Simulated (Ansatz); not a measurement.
Consider the adduct formation: CH₃NH₂ + `[F][In]([F])[F]` → `C[NH2+][In-]([F])([F])[F]`.

Gas-phase electronic energies from Ansatz, PBE0-D4/def2-TZVP geometries. CBS: MP2 limit from def2 TZ/QZ plus the TZ coupled-cluster correction, frozen cores. Functionals use def2-TZVPP. HSE06 is defined as in plane-wave codes. def2 core potentials past Kr. For In outer-core shells are correlated without core-valence functions, which leaves a few kJ/mol of doubt a bond. Each species was taken in one conformer, which may not be the lowest.

CCSD(T)/CBS gives -171.3 kJ/mol.

Task: Another level gave -158.3 kJ/mol. Which?
A. HSE06-D4/def2-TZVPP
B. B97M-V/def2-TZVPP
C. r2SCANh-D4/def2-TZVPP
D. BLYP/def2-TZVPP

Result: A. HSE06-D4 -158.3, B97M-V -153.7, r2SCANh-D4 -164.6, BLYP -128.3 kJ/mol.

Task: What do rigid-rotor, harmonic-oscillator terms from PBE0-D4/def2-TZVP frequencies (298.15 K, 1 bar) make of the CCSD(T)/CBS value? (Best estimate.)

Result: Computed: ΔZPE = +9.3 kJ/mol, ΔH = -162.3 kJ/mol, ΔS = -126 J/(mol·K), ΔG = -124.8 kJ/mol. Modes under 50 cm⁻¹ make the entropy rough.

Largest T1 diagnostic among the species: 0.018.

Leaving LDA and LC-ωPBE aside and taking each functional with its dispersion term where it has one, the values, not all of them listed here, spread over 25.3 kJ/mol, from BHLYP-D4 to revPBE-D4. LDA lies −36.6 kJ/mol from PBE without D4. In def2-TZVPP, CCSD(T) changes the Hartree–Fock value by −16.0 kJ/mol (the triples alone add −0.7 kJ/mol) and MP2 by −19.1 kJ/mol. From BLYP to BHLYP (50 % exact exchange), in def2-TZVPP and without D4, ΔE moves by −27.9 kJ/mol.

CCSD(T)/CBS has its own doubt, a few kJ/mol and more with outer-core shells, so smaller differences from it don't rank the levels.
